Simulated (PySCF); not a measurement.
FH4O4Si, SMILES O[Si-](O)(F)(O)O, charge -1.

Coordinates come from a PBE0-D3(BJ)/def2-SVPD optimisation. One conformer was computed; it need not be the lowest.

Two levels are set side by side: PBE/def2-SVPD (PySCF) and B3LYP/def2-SVPD (PySCF). Same geometry, gas phase. Differences are taken from unrounded values.

```json
[
 {"quantity": "orbital gap (eV)", "B3LYP": "6.86", "PBE": "5.04", "PBE minus B3LYP": "-1.82"},
 {"quantity": "highest occupied level (eV)", "B3LYP": "-3.14", "PBE": "-1.69", "PBE minus B3LYP": "1.45"},
 {"quantity": "lowest empty level (eV)", "B3LYP": "3.72", "PBE": "3.35", "PBE minus B3LYP": "-0.37"},
 {"quantity": "mean polarisability (bohr³)", "B3LYP": "51.6", "PBE": "55.9", "PBE minus B3LYP": "4.3"}
]
```

Without exact exchange PBE keeps part of each electron's self-repulsion, which lifts occupied levels and narrows the gap. PBE's more diffuse valence density responds more strongly to a field. Differences between two approximate levels are no errors against the true value.

Rough cost on one machine, each run with all the roots and properties that it gave: B3LYP against PBE within a factor of 2.
